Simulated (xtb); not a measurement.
CrFO$_{2}$, charge +1, singlet, at a GFN2-xTB geometry (such geometries of metal compounds can be far from the true shape) (the multiplicity is a formal guess). Base run: GFN2-xTB run with xtb 6.7.1.

Geometry (Å):
```xyz
4

Cr     0.1214     0.1891     0.1646
O      1.3009    -0.4812    -0.5801
O     -0.5357    -0.8074     1.1495
F     -1.0040     0.6412    -0.9451
```
Charge +1, spin multiplicity 1.
All else is at xtb's defaults.
Base energy -14.25443 Eh.

Variants of this job, named by their change:

| change | ΔE vs base (kJ/mol) | HOMO-LUMO gap (eV) | G_solv (kcal/mol) | SCF cycles |
|---|---|---|---|---|
| base | 0.00 | 0.63 | - | 45 |
| acc = 1000 | 0.01 | 0.63 | - | 34 |
| alpb = dmf | -232.6 | 0.68 | -55.96 | 43 |
| etemp = 10 | 0.00 | 0.63 | - | 47 |
| alpb = water | [?] | [?] | [?] | 35 |

Complete the blanks.


- alpb = water, ΔE vs base (kJ/mol): -267.2
- alpb = water, HOMO-LUMO gap (eV): 0.70
- alpb = water, G_solv (kcal/mol): -64.31

ALPB and GBSA are two models with their own fitted parameters for each solvent, which aren't always the measured dielectric constant.
